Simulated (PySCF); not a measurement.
Ti(F)(SH)3 (FH3S3Ti), SMILES [F][Ti]([SH])([SH])[SH], multiplicity 1.

Coordinates come from a PBE0-D3(BJ)/def2-SVP optimisation. The multiplicity is an assumed one; no other spin state was optimised. The structure was generated by enumeration; whether it is a known compound was not checked. One conformer was computed; it need not be the lowest.

Two levels are set side by side: PBE/def2-TZVP (PySCF) and B3LYP/def2-TZVP (PySCF). Same geometry, gas phase. Differences are taken from unrounded values.

| quantity | PBE |
|---|---|
| orbital gap (eV) | 2.82 |
| highest occupied level (eV) | -6.67 |
| lowest empty level (eV) | -3.85 |
| dipole moment (D) | 0.74 |
| mean polarisability (bohr³) | 100.2 |

Problem. These are the PBE values. What does B3LYP give? (An estimate is asked for; the answer gives what the named calculation found.)

Solution. 
```json
[
 {"quantity": "orbital gap (eV)", "B3LYP": "4.41", "PBE minus B3LYP": "-1.59"},
 {"quantity": "highest occupied level (eV)", "B3LYP": "-7.59", "PBE minus B3LYP": "0.92"},
 {"quantity": "lowest empty level (eV)", "B3LYP": "-3.18", "PBE minus B3LYP": "-0.68"},
 {"quantity": "dipole moment (D)", "B3LYP": "0.76", "PBE minus B3LYP": "-0.02"},
 {"quantity": "mean polarisability (bohr³)", "B3LYP": "98.0", "PBE minus B3LYP": "2.1"}
]
```

PBE's occupied levels lie high since its potential decays too fast outside the molecule; exact exchange lowers them and widens the gap. Differences between two approximate levels are no errors against the true value.

Rough cost on one machine, each run with all the roots and properties that it gave: B3LYP against PBE within a factor of 2.
